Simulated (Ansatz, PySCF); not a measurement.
Ways to break one bond of ClC(Cl)Cl [chloroform]:

A. ClC(Cl)Cl [chloroform] → Cl[CH]Cl + Cl atom
B. ClC(Cl)Cl [chloroform] -> Cl[C](Cl)Cl + H atom

Quantity: bond dissociation energy (enthalpy at 298 K, with B3LYP-D3(BJ) rigid-rotor harmonic-oscillator terms from PySCF), kcal/mol. Geometries: B3LYP-D3(BJ)/def2-TZVP minima from Ansatz (a program for electronic structure). Correlated levels leave the core frozen unless marked. Open shells are spin-unrestricted. No spin-orbit coupling. Non-relativistic. CBS(X,Y): correlation extrapolated as X^-3; Hartree-Fock from the larger set. [CCSD(T)-MP2]/basis is that difference in the basis named.

```tsv
	HF/6-31G (Ansatz)	HF/6-31G* (Ansatz)	PBE0/6-31G* (Ansatz)	RI-MP2/CBS(cc-pV(T+d)Z,cc-pV(Q+d)Z)+[CCSD(T)-MP2]/cc-pV(T+d)Z (Ansatz)
A	28.7	38.2	70.5	?
B	77.0	70.7	89.4	?
```

Question: Some entries are withheld; supply them.

Answer: 
- A, RI-MP2/CBS(cc-pV(T+d)Z,cc-pV(Q+d)Z)+[CCSD(T)-MP2]/cc-pV(T+d)Z (Ansatz): 75.6
- B, RI-MP2/CBS(cc-pV(T+d)Z,cc-pV(Q+d)Z)+[CCSD(T)-MP2]/cc-pV(T+d)Z (Ansatz): 94.4
